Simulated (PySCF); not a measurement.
# Electron correlation in S+ (sulfur, charge +1)

[Ne] 3s2 3p3, high-spin 4S determinant. Calculation: PySCF 2.14, in def2-SVP (4s3p1d, 18 functions); the non-relativistic Hamiltonian (point nucleus). Frozen: [Ne]; 5 electrons correlated.

MP2 pair energies summed by pair of shells (mhartree):

```csv
pair,energy,share (%)
3s-3p,-44.04,64.5
3p-3p,-16.25,23.8
3s-3s,-8.03,11.8
```

Total MP2 correlation energy: -68.32 mhartree.

Same-spin part -18.34 and opposite-spin part -49.98 mhartree; SCS-MP2 scales them by 1/3 and 6/5 to -66.09 mhartree.

```csv
level,correlation energy (mhartree)
CCSD,-86.68
(T),-0.95
CCSD(T),-87.63
```

Diagnostics: T1 = 0.0031, D1 = 0.0064, largest double amplitude 0.062.

Cost of the coupled-cluster step: 0.08 s of wall time on 1 thread of Neoverse-V1 (shared host), for 5 correlated electrons.

Iterations:

```
CC2 = 0
CCSD nocc = (np.int64(4), np.int64(1)), nmo = (13, 13)
frozen orbitals [[0, 1, 2, 3, 4], [0, 1, 2, 3, 4]]
max_cycle = 100
direct = 0
conv_tol = 1e-08
conv_tol_normt = 1e-06
diis_space = 8
diis_start_cycle = 0
Init t2, MP2 energy = -0.0683224986150208
Init E_corr(UCCSD) = -0.0683224987138079
cycle = 1  E_corr(UCCSD) = -0.082618030164729  dE = -0.0142955315  norm(t1,t2) = 0.0385648
cycle = 2  E_corr(UCCSD) = -0.0856420533862591  dE = -0.00302402322  norm(t1,t2) = 0.0104034
cycle = 3  E_corr(UCCSD) = -0.0867014937923429  dE = -0.00105944041  norm(t1,t2) = 0.0033819
cycle = 4  E_corr(UCCSD) = -0.0866824945328548  dE = 1.89992595e-05  norm(t1,t2) = 0.000364095
cycle = 5  E_corr(UCCSD) = -0.0866842718383533  dE = -1.7773055e-06  norm(t1,t2) = 5.37741e-05
cycle = 6  E_corr(UCCSD) = -0.0866837227644052  dE = 5.49073948e-07  norm(t1,t2) = 1.14186e-05
cycle = 7  E_corr(UCCSD) = -0.0866839900161165  dE = -2.67251711e-07  norm(t1,t2) = 1.11943e-06
cycle = 8  E_corr(UCCSD) = -0.0866839203214867  dE = 6.96946298e-08  norm(t1,t2) = 1.81746e-07
cycle = 9  E_corr(UCCSD) = -0.086683924786526  dE = -4.46503928e-09  norm(t1,t2) = 2.32027e-08
UCCSD converged
E(UCCSD) = -397.1153439662303  E_corr = -0.08668392478652598
UCCSD(T) correction = -0.00095386919858517
```
